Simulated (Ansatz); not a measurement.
A structure drawn as `O[SiH]1N=C1Cl`, with this starting geometry:

Cartesian coordinates in Å:
```
O -0.5626 1.7400 -0.1048
Si -0.0207 0.2949 -0.6700
N 0.5721 -0.4663 0.9547
C -0.1413 -1.2214 0.1127
Cl -0.7033 -2.7154 0.3209
H -0.3561 1.8256 0.8710
H 1.2119 0.5425 -1.4846
```

The species carries charge 0 and has multiplicity 1.

Task: Relax it with Ansatz at PBE-D4/def2-SVP and then PBE0-D4/def2-TZVP. Is the drawn bonding still there?

Result: Yes, every drawn bond is still there and no new one forms.

Task: Give the relaxed structure. (An estimate is asked.)

Result: Computed: 
Z-matrix (Å, degrees):
```
Si
N 1 1.771
C 1 1.764 2 42.4
O 1 1.623 2 121.9 3 110.0
H 1 1.466 2 121.2 3 -109.1
Cl 3 1.718 1 162.8 2 174.4
H 4 0.960 1 118.8 2 -33.3
```
All modes are real.

Atoms count as bonded under 1.1 times the sum of their covalent radii (H–H under 0.85 Å, pairs among N, O and F under 1.55 Å), and a drawn bond as lost past 1.3 times.
